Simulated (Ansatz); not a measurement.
Reaction R1 → P1 + P2, each structure at its B3LYP-D3(BJ)/def2-TZVP stationary point, reached from a drawn start (curvature not checked).
R1, Cl3Cr (SMILES [Cl][Cr]([Cl])[Cl]) (charge 0, multiplicity 4):
```
atom    x (Å)    y (Å)    z (Å)
----  -------  -------  -------
Cr    -0.0007  -0.0004  -0.1443
Cl     2.1266  -0.0097   0.0392
Cl    -1.0545   1.8467   0.0462
Cl    -1.0712  -1.8366   0.0590
```
P1, Cl2Cr (SMILES [Cl][Cr][Cl]) (charge 0, multiplicity 5):
```json
[
 {"atom": "Cr", "x (Å)": "0.0017", "y (Å)": "0.0180", "z (Å)": "-0.4613"},
 {"atom": "Cl", "x (Å)": "2.0689", "y (Å)": "-0.0125", "z (Å)": "0.2380"},
 {"atom": "Cl", "x (Å)": "-2.0705", "y (Å)": "-0.0055", "z (Å)": "0.2232"}
]
```
P2: Cl atom, charge 0, multiplicity 2.

P less R. No zero-point or thermal terms; open shells are unrestricted; no spin–orbit coupling. The spin states of the d-block species are the ones drawn and need not be the lowest.

Correlated levels freeze the cores.

Run with Ansatz (a first-principles code). No computed number here is a measurement.

Question: One of these levels gives 187.9 kJ/mol for the reaction energy. Which?
A. MP2/def2-SVP
B. B3LYP/def2-TZVPP
C. r2SCAN/def2-TZVPP
D. BHLYP/def2-TZVPP

Answer: A, MP2/def2-SVP. The others give 318.7 (r2SCAN/def2-TZVPP), 282.1 (B3LYP/def2-TZVPP), 207.6 (BHLYP/def2-TZVPP)
